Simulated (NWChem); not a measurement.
Species: SiCl₃F; SMILES F[Si](Cl)(Cl)Cl

Computed with NWChem. Medium grid unless said otherwise, to which SCAN and Minnesota functionals are sensitive. Geometry: optimised at PBE-D3(BJ)/def2-SVP. Hybrids' shares of exact exchange are those that their runs print; pure functionals count as 0. The functionals differ in more than this share.

```csv
row,share of exact exchange,highest occupied level (eV)
PBE/def2-SVP,0.00,-8.03
M06-L/def2-SVP,0.00,-8.58
B3LYP/def2-SVP,0.20,-9.16
r2SCAN0/def2-SVP,0.25,withheld
MN15/def2-SVP,0.44,-10.25
M06-2X/def2-SVP,0.54,-10.93
```

Q: Fit a straight line of the last column on the one before it, predict the withheld value, and compare with the run.

A: 
1. Means of the 5 shown rows: x = 0.236, y = -9.390. Slope Σ(x − x̄)(y − ȳ)/Σ(x − x̄)² = -1.164/0.2467 = -4.718; intercept -8.277.
2. The shown rows scatter about the line by 0.189 (root mean square); the largest residual is -0.30, at M06-L/def2-SVP.
3. At x = 0.25 (r2SCAN0/def2-SVP; inside the shown range) the line gives -9.46.
4. The run gives -9.89, -0.43 from the line, 2.3 times the scatter.
